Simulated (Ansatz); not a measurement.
Start from `C=[CH][GeH2][CH]=C` and change one atom or group to get `C=[CH][GeH2][SiH3]`.

Ansatz, PBE0-D4/def2-TZVP geometries, multiplicity 1. Each molecule was computed in one conformer, which needn't be the lowest.

Scalar relativity is left out up to krypton.

```json
{"property": "size of the dipole moment (PBE/def2-TZVPP) / D", "`C=[CH][GeH2][CH]=C`": "0.68"}
{"property": "HOMO energy (PBE/def2-TZVPP) / eV", "`C=[CH][GeH2][CH]=C`": "-6.60"}
{"property": "size of the dipole moment (ωB97M-V/def2-TZVPP) / D", "`C=[CH][GeH2][CH]=C`": "0.70"}
{"property": "HOMO–LUMO gap (PBE/def2-TZVPP) / eV", "`C=[CH][GeH2][CH]=C`": "5.18"}
{"property": "LUMO energy (B3LYP/def2-TZVPP) / eV", "`C=[CH][GeH2][CH]=C`": "-0.65"}
{"property": "HOMO energy (B3LYP/def2-TZVPP) / eV", "`C=[CH][GeH2][CH]=C`": "-7.48"}
```

(1) What does the change do to each property? (Estimate.)

Answers

(1) Ansatz gave: 
| property | `C=[CH][GeH2][SiH3]` | shift |
| --- | --- | --- |
| size of the dipole moment (PBE/def2-TZVPP) / D | 0.59 | -0.09 |
| HOMO energy (PBE/def2-TZVPP) / eV | -6.53 | 0.07 |
| size of the dipole moment (ωB97M-V/def2-TZVPP) / D | 0.56 | -0.14 |
| HOMO–LUMO gap (PBE/def2-TZVPP) / eV | 5.11 | -0.07 |
| LUMO energy (B3LYP/def2-TZVPP) / eV | -0.66 | -0.01 |
| HOMO energy (B3LYP/def2-TZVPP) / eV | -7.37 | 0.11 |

Dipoles are sizes alone; their direction can turn.

B3LYP here is the variant with VWN-RPA as its local correlation; programs differ in this.
